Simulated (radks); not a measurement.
The numbers below are computed, except where a source is named.
These are the eigenvalues of the occupied orbitals of an atom or ion with whole-number occupations (eV). Level of theory: Dirac Kohn-Sham, BLYP, spin-unpolarised, spherical densities, finite nucleus; Fermi nuclear charge, rms radius of each element as measured or else 0.836 A^(1/3) + 0.57 fm (a radial shooting solver on a logarithmic mesh with Libxc functionals).

orbital  eigenvalue
1s1/2     -83057.65
2s1/2     -14756.70
2p1/2     -14165.15
2p3/2     -12217.52
3s1/2     -3548.684
3p1/2     -3281.167
3p3/2     -2849.855
3d3/2     -2404.918
3d5/2     -2312.557
4s1/2     -822.0347
4p1/2     -707.0623
4p3/2     -601.2860
4d3/2     -412.8334
4d5/2     -392.9129
5s1/2     -153.7141
4f5/2     -150.5071
4f7/2     -146.0523
5p1/2     -114.3154
5p3/2      -94.0813
5d3/2      -39.1125
5d5/2      -36.6781
6s1/2      -26.7585

Which element is it, and in what charge state? The configuration may be excited. Open shells, if any, fill j = l - 1/2 first.

Answer. Z = 80, mercury, charge +2: Hg2+ in [Xe] 4f12 5d10 6s2. The list shows which subshells hold electrons but not how many an open one holds; the 1s level, -3052.3 hartree, gives Z - s = 78.1 by -(Z - s)^2/2, which with screening and relativity narrows Z to a few neighbours, and the depths of the outer levels then fix element, charge and occupations together.
